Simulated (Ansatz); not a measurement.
`[AlH2][N]1[SiH2]C1=[Se]`. Total charge 0; spin multiplicity 1. Correlated methods include outer-core shells of Se, which these sets cover unevenly. Scalar relativity is left out up to krypton.

```xyz
9

Al    1.4446    0.3459    1.1750
N     0.0486    0.0430    0.0483
Si   -0.9519   -0.9837   -0.9731
C    -0.9509    0.7775   -0.5101
Se   -1.4681    2.4622   -0.4555
H     2.2802   -0.9601    1.4710
H     1.7306    1.7780    1.7558
H    -0.3383   -1.4773   -2.2240
H    -1.7948   -1.9856   -0.2873
```

**Question.** Give the diagnostics of a CCSD(T)/def2-TZVPP run (frozen core, Ansatz). (Estimate.)

**Answer.** Ansatz gave: T1 = 0.0182, largest single amplitude 0.047, largest double 0.064, (T) share of the correlation energy 4.7 %, 11 CCSD cycles. The RHF solution is stable towards an unrestricted one. T1 lies under the customary mark of 0.02 for closed shells.
